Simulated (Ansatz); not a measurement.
GeH₄N, SMILES `[NH][GeH3]` radical, relaxed with UKS PBE0-D4/def2-TZVP in Ansatz from a PBE-D4/def2-SVP geometry. The force threshold is 0.005 eV/Å; the program also tests the step.

The species carries charge 0 and has multiplicity 2.

Start:

```xyz
6

N    -0.815    1.085   -0.580
Ge    0.267   -0.358   -0.041
H    -1.128    1.551    0.301
H     0.830   -1.027   -1.316
H    -0.588   -1.382    0.765
H     1.434    0.130    0.870
```

| step | energy (eV) | largest force (eV/Å) | largest move (Å) |
| --- | --- | --- | --- |
| 1 | -58063.0108 | 0.486 | 0.000 |
| 2 | -58063.0261 | 0.177 | 0.021 |
| 3 | -58063.0275 | 0.044 | 0.008 |
| 4 | -58063.0276 | 0.027 | 0.009 |
| 5 | -58063.0277 | 0.010 | 0.004 |
| 6 | -58063.0277 | 0.001 | 0.008 |
| 7 | -58063.0277 | 0.005 | 0.009 |

End:

```xyz
6

N    -0.782    1.088   -0.559
Ge    0.272   -0.365   -0.036
H    -1.149    1.533    0.290
H     0.819   -1.022   -1.307
H    -0.589   -1.366    0.759
H     1.429    0.131    0.854
```

Run time 28 s (2 threads of a server CPU on a shared host); peak host memory 0.25 GiB.
